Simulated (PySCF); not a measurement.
# One molecule, several mistakes: H5N2Si cation

All numbers below are calculated, not measured. The program is PySCF 2.14.0, an open-source quantum chemistry code, run on an isolated molecule that a program drew, which may never have been made. The molecule is H5N2Si cation (charge +1, singlet), drawn as the SMILES string `N[SiH+]N`.

Each row is a Hartree-Fock (HF) and frozen-core CCSD(T) single point in the cc-pV(D+d)Z basis, meant for a local HF minimum. Run 1 is clean. Each other run has one planted mistake out of seven kinds, and not every kind appears here: one electron removed, one electron added, multiplicity raised by two, geometry at a saddle point, minimal basis STO-3G, one bond length entered in bohr, all coordinates scaled. The reference is restricted for singlets and unrestricted otherwise, and also for a bond in bohr. Adding or removing an electron swaps singlet and doublet. Electrons count all cores. HOMO and LUMO are orbital energies over both spins, the gradient is its largest component, and the lowest frequency (negative if imaginary) is given only where the gradient is small. Bond lengths are over the 7 bonds as drawn. T1 is the CCSD diagnostic: over 0.02 (restricted) or 0.045 (unrestricted) a single reference is doubtful.

Geometry of the clean run:
```xyz
8
H5N2Si cation, angstrom
N    -0.8137    0.5205    2.6000
Si   -0.3839   -0.4138    1.3296
N    -0.3384    0.1590   -0.2007
H    -0.8414    0.1646    3.5406
H    -1.0761    1.4899    2.5511
H    -0.0301   -1.8013    1.5690
H    -0.5625    1.0983   -0.4805
H    -0.0723   -0.4184   -0.9805
```

| run | electrons | basis functions | <S^2> | HOMO (eV) | LUMO (eV) | gradient (hartree/bohr) | lowest frequency (cm^-1) | mean bond (Å) | longest bond (Å) | T1 | HF (hartree) | CCSD(T) (hartree) | mistake |
|---|---|---|---|---|---|---|---|---|---|---|---|---|---|
| 1 | 32 | 76 | 0.000 | -17.28 | -2.62 | 3.6e-05 | 291 | 1.2491 | 1.635 | 0.0135 | -400.57294 | -401.03930 | no fault |
| 2 | 33 | 76 | 0.768 | -3.94 | 4.00 | 7.1e-02 | - | 1.2491 | 1.635 | 0.0121 | -400.69267 | -401.16891 | one electron added |
| 3 | 32 | 76 | 1.017 | -15.16 | -4.57 | 2.2e-02 | - | 1.4569 | 3.089 | 0.0180 | -400.43048 | -400.86417 | one bond length entered in bohr |
| 4 | 32 | 76 | 2.035 | -10.74 | -6.87 | 1.3e-01 | - | 1.2491 | 1.635 | 0.0841 | -400.37233 | -400.82282 | multiplicity raised by two |
| 5 | 31 | 76 | 0.980 | -22.30 | -13.65 | 7.2e-02 | - | 1.2491 | 1.635 | 0.0335 | -400.00736 | -400.44569 | ? |
| 6 | 32 | 24 | 0.000 | -15.31 | 0.20 | 1.9e-02 | - | 1.2491 | 1.635 | 0.0218 | -395.85661 | -396.03614 | ? |

**Which mistake was planted in run 5, and what did it cost?**

It counts 31 electrons, one fewer than the clean run, at the same geometry and basis. So the mistake is: one electron removed. Subtracting run 1 and multiplying by 627.51 kcal/mol a hartree, the energy moved by 354.9 kcal/mol in HF and 372.5 kcal/mol in CCSD(T).

**Which mistake was planted in run 6, and what did it cost?**

It has 24 basis functions where the clean run has 76, with the same electrons and geometry. So the mistake is: minimal basis STO-3G. Subtracting run 1 and multiplying by 627.51 kcal/mol a hartree, the energy moved by 2959.5 kcal/mol in HF and 3139.5 kcal/mol in CCSD(T).

Cautions from the logs. Run 4: T1 is over the limit, so its CCSD(T) energy is less reliable; run 6: T1 is over the limit, so its CCSD(T) energy is less reliable.
